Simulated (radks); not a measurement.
Problem. The arsenic ion As3+, [Ar] 3d10 4s2. Calculated with a radial shooting solver on a logarithmic mesh with Libxc functionals: non-relativistic Kohn-Sham, PBE, spin-polarised, spherical densities, point nucleus. Every spin shell is full or empty, so the densities are truly spherical. Functionals are evaluated on that one density, not self-consistently. Rank these orbital-free kinetic functionals by their error against the exact value of the orbitals, and give that value: Thomas-Fermi, von Weizsacker, TF + vW, TF + vW/9, TF + vW/5, LC94, revAPBEK, Perdew 92, Thakkar, PG1, DePristo-Kress, Ernzerhof.

Solution. Exact: 2232.13 hartree. From best to worst, with 100 (|E| - |E exact|)/|E exact| (equal figures are ties): LC94 -0.02, DePristo-Kress -0.12, revAPBEK +0.29, Ernzerhof -0.42, Thakkar -0.51, Perdew 92 -0.77, TF + vW/9 -0.78, TF + vW/5 +3.47, Thomas-Fermi -6.10, PG1 +17.86, TF + vW +41.74, von Weizsacker -52.16.
